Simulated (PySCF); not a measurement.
Computed IR spectrum (relative IR intensity) of a molecule ClGeH6NSi. Geometry: PBE0-D3(BJ)/def2-SVP. One conformer was computed; it need not be the lowest. Computed with PySCF with PBE0-D3(BJ)/def2-SVP. Frequencies are harmonic and unscaled.

Lines under 2 % of the strongest are left out, and lines within 2 cm⁻¹ are merged.

ν (cm⁻¹): 231 (w), 292 (w), 354 (w), 446 (m), 468 (w), 476 (m), 536 (s), 693 (m), 788 (vs), 826 (m), 874 (vw), 885 (m), 891 (m), 916 (s), 1547 (m), 2145 (m), 2154 (s), 2166 (m), 2256 (s), 3601 (m), 3701 (m) (against the strongest line: vs over 80 %, s over 45 %, m over 15 %, w over 4 %, vw less)

Pick the molecule that these values belong to.
(A) N[Si@@H](Cl)[GeH3]
(B) N[SiH2][GeH2][Cl]
(C) [SiH3][NH][GeH2][Cl]
(D) [NH2][Ge@@H]([SiH3])[Cl]

A, N[Si@@H](Cl)[GeH3]
